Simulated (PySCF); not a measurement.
A geometry optimisation on `C(=N/[SiH2]S)/C=C`.

Computed with PBE0-D3(BJ)/def2-SVP geometry optimisation, gas phase (PySCF 2.14.0). Start geometry: GFN2-xTB. The command runs a driver script over a list of jobs; the input below is this job's line of settings and its coordinates in Å.

Command:
```bash
OMP_NUM_THREADS=1 python probes_run.py task.json out
```

Input:
```
{"job": {"xc": "PBE0", "basis": "def2-SVP", "d3": "d3bj", "grid": 1, "shake": 0.01, "kind": "geom"}, "charge": 0, "multiplicity": 1}
C      2.740160     0.018890     0.177550
C      1.418690    -0.231950     0.045470
C      0.515580     0.566210    -0.784240
N     -0.663430     0.384520    -0.962170
Si    -1.900500    -0.706270    -0.422140
S     -3.240590     0.578560     0.700590
H      3.180350     0.877080    -0.338880
H      3.388910    -0.545510     0.782750
H      0.968470    -1.057660     0.581750
H      0.993220     1.412420    -1.280510
H     -2.558420    -1.136610    -1.629020
H     -1.641710    -1.790200     0.529490
H     -3.194900     1.613660    -0.133450
```

Problem. What does the run print?

Solution. 
```
step   0  E = -860.15418594  max force = 0.101260
step   1  E = -860.16464192  max force = 0.024160
step   2  E = -860.16543539  max force = 0.006272
step   3  E = -860.16548371  max force = 0.005840
step   4  E = -860.16574385  max force = 0.001048
step   5  E = -860.16577309  max force = 0.001163
step   6  E = -860.16579409  max force = 0.002377
step   7  E = -860.16582779  max force = 0.000770
step   8  E = -860.16583150  max force = 0.000572
step   9  E = -860.16583998  max force = 0.000510
step  10  E = -860.16584955  max force = 0.000678
step  11  E = -860.16585015  max force = 0.000288
optimisation converged
```

Energies in Eh; «max force» is the largest Cartesian gradient component in Eh/bohr.

Problem. Give the first gradient maximum in eV/Å.

Solution. With 1 Eh/bohr = 51.422 eV/Å, 5.207 eV/Å.

Problem. How much energy does the optimisation release, in kcal/mol?

Solution. E(step 0) − E(last step) = 0.011664 Eh, which is 7.3 kcal/mol.

Main results: final energy -860.16585 Eh after 11 steps; dipole 2.82 D.

Problem. Give the final coordinates.

Solution. 0.152 Å rms from the input after alignment:
```
atom  x, y, z in Å
C1     2.7448    0.0583    0.1690
C2     1.4373   -0.2032    0.0494
C3     0.5489    0.6534   -0.7413
N4    -0.6954    0.5043   -0.9402
Si5   -1.8776   -0.6439   -0.3981
S6    -3.3779    0.4261    0.6937
H7     3.1908    0.9281   -0.3249
H8     3.4106   -0.5776    0.7572
H9     0.9931   -1.0738    0.5440
H10    1.0567    1.5229   -1.2078
H11   -2.4207   -1.2818   -1.6302
H12   -1.4458   -1.7121    0.5608
H13   -3.5525    1.3516   -0.2758
```

Problem. How long does this job take on an Arm Neoverse V1 with one thread, no GPU, on a shared host? And the peak memory of the process?

Solution. About 80 s, with 0.55 GiB resident at the peak, the Python interpreter and its libraries included.
Labels such as C1 count atoms from 1, the log's own numbers from 0.
